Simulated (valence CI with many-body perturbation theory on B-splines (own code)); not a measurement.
E1 line list for Rh XXXII

Calculated by valence CI with perturbative core correlation (CI+MBPT): four valence electrons over a frozen Dirac-Fock core [Ne], radial functions for each j: 11 s, 11 p, 9 d, 7 f, 5 g, 2 h, 1 i, with the one-electron correlation potential Σ1, the two-electron term Σ2, the three-electron term Σ3, Breit, model QED; selected CI, second order for the rest (own B-spline code, finite nucleus).

The last digits are not significant, and no measured levels were compared; by estimate large intervals hold to a few tenths of a per cent, small ones and those within an open d or f shell to about a per cent.

Lines 101 to 150 of 233 in falling wavelength, among levels below 301.54 eV, chosen from the strongest by gf and those to the six lowest levels. Wavelengths and rates use the calculated energies. Electric multipoles are in the length gauge, E1 and E2 with the static RPA response of the core. Weak lines are less certain than strong ones. Lines between different terms over intervals too small for the method are left out, as are lines whose strength nearly cancels. Where a level lies close to another of its J and parity, the split of strength between their lines is uncertain. The highest levels of a list are the least certain.

Levels are named by their leading jj configuration (3d3/2^4 stands for four electrons in 3d with j = 3/2), which in mixed levels can hold well under half, so a name can repeat and another be missing. Letters in brackets count levels of one name in rising energy.

```
λ vac (nm)                           Upper                       Lower   A (s⁻¹)  S (a.u.)
     9.679  (3s 3p1/2 3p3/2 3d5/2) J=3 [a]  (3s 3p1/2 3p3/2^2) J=2 [a]  1.51e+10  4.72e-02
     9.672          (3s 3p1/2^2 3d5/2) J=3      (3s 3p1/2^2 3p3/2) J=2  1.57e+10  4.89e-02
     9.655          (3s^2 3p3/2 3d3/2) J=3          (3s^2 3p3/2^2) J=2  1.18e+10  3.67e-02
     9.645          (3s^2 3p1/2 3d5/2) J=3      (3s^2 3p1/2 3p3/2) J=2  2.92e+10  9.04e-02
     9.629      (3s 3p1/2 3p3/2^2) J=2 [b]      (3s^2 3p1/2 3p3/2) J=1  1.28e+10  2.82e-02
     9.563  (3s 3p1/2 3p3/2 3d3/2) J=3 [b]      (3s^2 3p1/2 3d3/2) J=2  7.37e+10  2.23e-01
     9.554      (3s 3p3/2^2 3d3/2) J=1 [a]  (3s 3p1/2 3p3/2^2) J=1 [b]  7.94e+09  1.03e-02
     9.553  (3s 3p1/2 3p3/2 3d3/2) J=2 [b]      (3s 3p1/2^2 3p3/2) J=1  3.02e+10  6.50e-02
     9.541  (3s 3p1/2 3p3/2 3d5/2) J=3 [e]      (3s^2 3p1/2 3d5/2) J=3  7.32e+10  2.20e-01
     9.539  (3s 3p1/2 3p3/2 3d5/2) J=2 [f]      (3s^2 3p1/2 3d3/2) J=1  2.15e+10  4.59e-02
     9.523      (3s 3p1/2 3p3/2^2) J=1 [b]      (3s^2 3p1/2 3p3/2) J=2  7.85e+10  1.00e-01
     9.493  (3s 3p1/2 3p3/2 3d3/2) J=1 [c]      (3s^2 3p1/2 3d3/2) J=2  8.41e+10  1.07e-01
     9.486  (3s 3p1/2 3p3/2 3d3/2) J=0 [c]  (3s 3p1/2 3p3/2^2) J=1 [a]  5.46e+10  2.30e-02
     9.475  (3s 3p1/2 3p3/2 3d5/2) J=2 [f]      (3s^2 3p1/2 3d5/2) J=2  3.61e+10  7.57e-02
     9.474      (3s 3p3/2^2 3d3/2) J=1 [b]      (3s^2 3p1/2 3d3/2) J=1  4.77e+10  6.00e-02
     9.472  (3s 3p1/2 3p3/2 3d5/2) J=2 [d]      (3s^2 3p1/2 3d5/2) J=3  5.83e+09  1.22e-02
     9.465  (3s 3p1/2 3p3/2 3d3/2) J=2 [c]  (3s 3p1/2 3p3/2^2) J=2 [a]  1.03e+10  2.16e-02
     9.444  (3s 3p1/2 3p3/2 3d5/2) J=2 [b]      (3s 3p1/2 3p3/2^2) J=3  5.39e+10  1.12e-01
     9.382  (3s 3p1/2 3p3/2 3d5/2) J=2 [e]      (3s^2 3p1/2 3d5/2) J=3  9.46e+10  1.93e-01
     9.377  (3s 3p1/2 3p3/2 3d3/2) J=2 [e]  (3s 3p1/2 3p3/2^2) J=2 [b]  3.74e+10  7.61e-02
     9.343  (3s 3p1/2 3p3/2 3d5/2) J=1 [c]  (3s 3p1/2 3p3/2^2) J=2 [b]  1.39e+10  1.68e-02
     9.290  (3s 3p1/2 3p3/2 3d5/2) J=1 [b]      (3s 3p1/2 3p3/2^2) J=0  3.31e+10  3.93e-02
     9.290          (3s 3p3/2^2 3d3/2) J=3      (3s^2 3p1/2 3d5/2) J=3  4.53e+09  1.26e-02
     9.184          (3s^2 3p1/2 3d5/2) J=2      (3s^2 3p1/2 3p3/2) J=2  5.69e+10  1.09e-01
     9.177      (3s 3p1/2 3p3/2^2) J=1 [b]      (3s^2 3p1/2 3p3/2) J=1  5.66e+09  6.48e-03
     9.172                   (3p3/2^4) J=0  (3s 3p1/2 3p3/2^2) J=1 [b]  2.42e+10  9.23e-03
     9.164  (3s 3p1/2 3p3/2 3d5/2) J=4 [c]      (3s 3p1/2 3p3/2^2) J=3  2.12e+10  7.24e-02
     9.143  (3s 3p1/2 3p3/2 3d5/2) J=2 [d]  (3s 3p1/2 3p3/2^2) J=2 [b]  3.53e+10  6.67e-02
     9.140  (3s 3p1/2 3p3/2 3d5/2) J=2 [f]  (3s 3p1/2 3p3/2^2) J=1 [b]  2.44e+10  4.59e-02
     9.134  (3s 3p1/2 3p3/2 3d5/2) J=2 [c]  (3s 3p1/2 3p3/2^2) J=1 [a]  1.22e+10  2.29e-02
     9.125          (3s^2 3p1/2 3d3/2) J=1      (3s^2 3p1/2 3p3/2) J=2  6.72e+10  7.56e-02
     9.109      (3s 3p3/2^2 3d3/2) J=1 [a]  (3s 3p1/2 3p3/2^2) J=2 [b]  8.60e+09  9.63e-03
     9.090  (3s 3p1/2 3p3/2 3d3/2) J=2 [e]  (3s 3p1/2 3p3/2^2) J=1 [a]  6.89e+10  1.28e-01
     9.060  (3s 3p1/2 3p3/2 3d5/2) J=2 [e]  (3s 3p1/2 3p3/2^2) J=2 [b]  3.34e+10  6.12e-02
     9.059  (3s 3p1/2 3p3/2 3d5/2) J=1 [c]  (3s 3p1/2 3p3/2^2) J=1 [a]  5.02e+10  5.52e-02
     9.031  (3s 3p1/2 3p3/2 3d5/2) J=2 [f]      (3s^2 3p1/2 3d5/2) J=3  3.44e+10  6.26e-02
     9.019                (3s 3p3/2^3) J=1          (3s^2 3p3/2^2) J=2  1.52e+11  1.65e-01
     8.974          (3s 3p3/2^2 3d3/2) J=3  (3s 3p1/2 3p3/2^2) J=2 [b]  9.52e+09  2.38e-02
     8.911  (3s 3p1/2 3p3/2 3d3/2) J=1 [d]      (3s^2 3p1/2 3d3/2) J=2  8.09e+10  8.48e-02
     8.904  (3s 3p1/2 3p3/2 3d5/2) J=2 [b]  (3s 3p1/2 3p3/2^2) J=2 [a]  4.52e+10  7.88e-02
     8.889          (3s^2 3p3/2 3d5/2) J=2          (3s^2 3p3/2^2) J=2  1.87e+11  3.24e-01
     8.881  (3s 3p1/2 3p3/2 3d5/2) J=3 [c]      (3s 3p1/2 3p3/2^2) J=3  2.09e+10  5.05e-02
     8.871  (3s 3p1/2 3p3/2 3d5/2) J=2 [d]  (3s 3p1/2 3p3/2^2) J=1 [a]  2.74e+10  4.72e-02
     8.862          (3s^2 3p1/2 3d5/2) J=2      (3s^2 3p1/2 3p3/2) J=1  8.57e+10  1.47e-01
     8.834  (3s 3p1/2 3p3/2 3d5/2) J=3 [d]      (3s^2 3p1/2 3d3/2) J=2  1.04e+10  2.47e-02
     8.818  (3s 3p1/2 3p3/2 3d3/2) J=1 [a]      (3s 3p1/2^2 3p3/2) J=2  3.09e+09  3.14e-03
     8.810          (3s^2 3p3/2 3d5/2) J=1          (3s^2 3p3/2^2) J=0  1.81e+11  1.83e-01
     8.807          (3s^2 3p1/2 3d3/2) J=1      (3s^2 3p1/2 3p3/2) J=1  6.30e+10  6.38e-02
     8.806  (3s 3p1/2 3p3/2 3d3/2) J=2 [a]      (3s 3p1/2^2 3p3/2) J=2  5.24e+09  8.83e-03
     8.792  (3s 3p1/2 3p3/2 3d5/2) J=2 [e]  (3s 3p1/2 3p3/2^2) J=1 [a]  8.72e+09  1.46e-02
```
